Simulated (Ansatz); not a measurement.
```xyz
3

N     0.0000    0.0000    0.0000
P     0.0000    4.2987    0.0000
S     0.0000   -4.2504    0.0000
```

Basis set: pcseg-2 (spherical functions). Charge 0, multiplicity 3.

Computed with Ansatz (development build ahead of 0.2.0); each method stands on the lowest determinant of its kind that the runs found. Restricted functionals stand beside restricted open-shell atoms, which can lie above the unrestricted atoms usual in DFT and then raise those values.

Task: Give the atomization energy at this shape (free ground-state atoms in the same class of orbitals less the molecule, no zero-point energy) of triplet NPS by PBE (unrestricted), PBE (restricted open-shell).

Result:

| method | atomization energy |
| --- | --- |
| PBE (unrestricted) | 0.03 eV |
| PBE (restricted open-shell) | -3.73 eV |

Caution: charge can spread falsely over distant fragments; other spin multiplicities may lie lower; the shape is not the minimum. Caution for PBE (unrestricted): the unrestricted determinant is a mixture of spin states. Caution for PBE (restricted open-shell): an unrestricted determinant lies well below; the molecule lies well above its atoms at this level.
